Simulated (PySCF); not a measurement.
CI₂, SMILES I[C]I (connectivity only; charge and spin as stated), neutral, multiplicity 1. Atoms are numbered in the order given.

```xyz
3

C      0.0000     0.0000    -1.1083
I      0.0000     1.7512     0.0627
I      0.0000    -1.7512     0.0627
```

Geometry optimised at B3LYP-D3(BJ)/def2-TZVP. The def2 effective core potentials stand for the cores of I; spin–orbit coupling is left out.

Level of theory: TDA-CAM-B3LYP/def2-SVPD run with PySCF.

Vertical excitations. Isolated molecule, no solvent. State labels are in the subgroup C2v.

Problem. Give excitation energies, oscillator strengths and character. (The exact figures need the calculation; the answer reports its results.)

Solution. 
```json
[
 {"state": "S1", "symmetry": "B1", "energy (eV)": "1.66", "λ (nm)": "747", "f": "0.000", "main pairs": "HOMO→LUMO 98 %"},
 {"state": "S2", "symmetry": "A2", "energy (eV)": "2.72", "λ (nm)": "456", "f": "0.000", "main pairs": "HOMO−1→LUMO 100 %"},
 {"state": "S3", "symmetry": "A1", "energy (eV)": "3.64", "λ (nm)": "340", "f": "0.007", "main pairs": "HOMO→LUMO+1 86 %"},
 {"state": "S4", "symmetry": "B2", "energy (eV)": "3.74", "λ (nm)": "331", "f": "0.086", "main pairs": "HOMO−2→LUMO 84 %"},
 {"state": "S5", "symmetry": "B1", "energy (eV)": "4.51", "λ (nm)": "275", "f": "0.001", "main pairs": "HOMO−4→LUMO 98 %"},
 {"state": "S6", "symmetry": "B2", "energy (eV)": "4.52", "λ (nm)": "274", "f": "0.008", "main pairs": "HOMO−1→LUMO+1 76 %, HOMO→LUMO+2 16 %"},
 {"state": "S7", "symmetry": "A2", "energy (eV)": "4.88", "λ (nm)": "254", "f": "0.000", "main pairs": "HOMO−2→LUMO+1 96 %"},
 {"state": "S8", "symmetry": "A1", "energy (eV)": "5.26", "λ (nm)": "236", "f": "0.017", "main pairs": "HOMO−3→LUMO 64 %, HOMO−4→LUMO+1 14 %"},
 {"state": "S9", "symmetry": "A2", "energy (eV)": "5.38", "λ (nm)": "230", "f": "0.000", "main pairs": "HOMO−5→LUMO 97 %"},
 {"state": "S10", "symmetry": "B2", "energy (eV)": "5.89", "λ (nm)": "210", "f": "0.450", "main pairs": "HOMO→LUMO+2 64 %, HOMO−1→LUMO+1 11 %"},
 {"state": "T1", "symmetry": "B1", "energy (eV)": "0.46", "λ (nm)": "2692", "f": "0", "main pairs": "HOMO→LUMO 91 %"},
 {"state": "T2", "symmetry": "A2", "energy (eV)": "2.53", "λ (nm)": "489", "f": "0", "main pairs": "HOMO−1→LUMO 99 %"},
 {"state": "T3", "symmetry": "B2", "energy (eV)": "2.78", "λ (nm)": "446", "f": "0", "main pairs": "HOMO−2→LUMO 99 %"},
 {"state": "T4", "symmetry": "A1", "energy (eV)": "2.88", "λ (nm)": "431", "f": "0", "main pairs": "HOMO→LUMO+1 94 %"}
]
```
Triplets are in the Tamm–Dancoff approximation.
